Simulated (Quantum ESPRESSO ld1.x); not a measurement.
Problem. Ge4+, configuration [Ne] 3s1 3p6 3d10 4s1 (not the ground configuration). All-electron calculation, scalar-relativistic Kohn-Sham, exchange-only LDA, spin-polarised, spherical densities, point nucleus; open shells are filled with parallel spins first. Program: ld1.x of Quantum ESPRESSO 7.5. Some entries of the table are withheld. Estimate them.

orbital  occ.  eigenvalue (eV)  r(max) (bohr)
1s up       1         -11006.6        0.03077
1s down     1         -11005.5        0.03077
2s up       1         -1431.41         0.1763
2s down     1         -1430.52         0.1763
2p up       3         -1260.34         0.1411
2p down     3         -1259.46         0.1411
3s up       1         -227.738         0.5411
3s down     0         -225.671         0.5413
3p up       3         -175.086         0.5403
3p down     3         -173.078         0.5405
3d up       5         -88.1378         0.4945
3d down     5         -86.2452         0.4941
4s up       1         -55.9521          1.536
4s down     0         -53.0470          1.523
4p up       0         -44.0749          1.716
4p down     0         -41.1089          1.705
4d up       0         -27.3459          2.247
4d down     0         -24.7862          2.306
5s up       0              (1)          3.429
5s down     0              (2)          3.532
4f up       0              (3)          3.133
4f down     0              (4)          3.541

Solution. 
(1) 5s up eigenvalue (eV): -23.9831
(2) 5s down eigenvalue (eV): -22.6718
(3) 4f up eigenvalue (eV): -15.9005
(4) 4f down eigenvalue (eV): -14.4342
